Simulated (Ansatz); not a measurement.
Reaction (ligand exchange at the Si–S bond): `N[SiH](O)S[SiH3]` + `BN[SiH3]` → `BN([SiH3])[SiH3]` + `N[SiH](O)S`

Gas-phase electronic energies from Ansatz, PBE0-D4/def2-TZVP geometries. CCSD(T)/CBS adds triple-zeta CCSD(T) − MP2 to the extrapolated MP2 energy (def2 sets, frozen cores). Functionals use def2-TZVPP. B3LYP here is the variant with VWN-RPA as its local correlation; programs differ in this. HSE06 is defined as in plane-wave codes. One conformer a species, not always the lowest.

```csv
level,ΔE (kJ/mol),difference from CCSD(T)/CBS
LDA (SPW92),29.9,6.4
PBE-D4,33.2,9.7
revPBE-D4,31.6,8.1
BLYP-D4,25.3,1.8
r2SCAN-D4,29.4,5.9
B97M-V,29.2,5.7
PBE0-D4,31.4,7.9
B3LYP-D4,24.7,1.2
r2SCANh-D4,29.0,5.5
r2SCAN0-D4,28.4,4.9
HSE06-D4,31.5,8.0
BHLYP-D4,22.7,-0.8
ωB97X-V,25.0,1.5
B2PLYP,23.8,0.3
PBE-QIDH,27.2,3.7
PBE,33.6,10.1
revPBE,34.5,11.0
BLYP,26.5,3.0
r2SCAN,29.4,5.9
B3LYP,25.3,1.8
r2SCANh,29.0,5.5
r2SCAN0,28.5,5.0
HSE06,31.7,8.2
BHLYP,22.5,-1.0
CAM-B3LYP,22.1,-1.4
LC-ωPBE,27.6,4.1
RPA@PBE/def2-TZVPP,17.1,-6.4
HF/def2-SVP,23.3,-0.2
MP2/def2-SVP,26.2,2.7
CCSD/def2-SVP,24.0,0.5
CCSD(T)/def2-SVP,24.5,1.0
MP2/def2-TZVPP,23.2,-0.3
SCS-MP2/def2-TZVPP,20.1,-3.4
CCSD/def2-TZVPP,19.6,-3.9
CCSD(T)/def2-TZVPP,20.9,-2.6
HF/def2-QZVPP,16.9,-6.6
MP2/def2-QZVPP,24.2,0.7
HF/CBS(def2),16.7,-6.8
MP2/CBS(def2),25.7,2.2
CCSD/CBS(def2),22.2,-1.3
CCSD(T)/CBS,23.5,0
```

(1) What do rigid-rotor, harmonic-oscillator terms from PBE0-D4/def2-TZVP frequencies (298.15 K, 1 bar) make of the CCSD(T)/CBS value? (Estimate.)

Largest T1 diagnostic among the species: 0.013.

Answers

(1) Computed: ΔZPE = -8.2 kJ/mol, ΔH = +15.4 kJ/mol, ΔS = 2 J/(mol·K), ΔG = +14.8 kJ/mol. Modes under 50 cm⁻¹ make the entropy rough.

From BLYP to BHLYP (50 % exact exchange), in def2-TZVPP and without D4, ΔE moves by −4.0 kJ/mol. Leaving LDA and LC-ωPBE aside and taking each functional with its dispersion term where it has one, the values, not all of them listed here, spread over 11.3 kJ/mol, from CAM-B3LYP-D4 to PBE-D4. LDA lies −3.7 kJ/mol from PBE without D4.
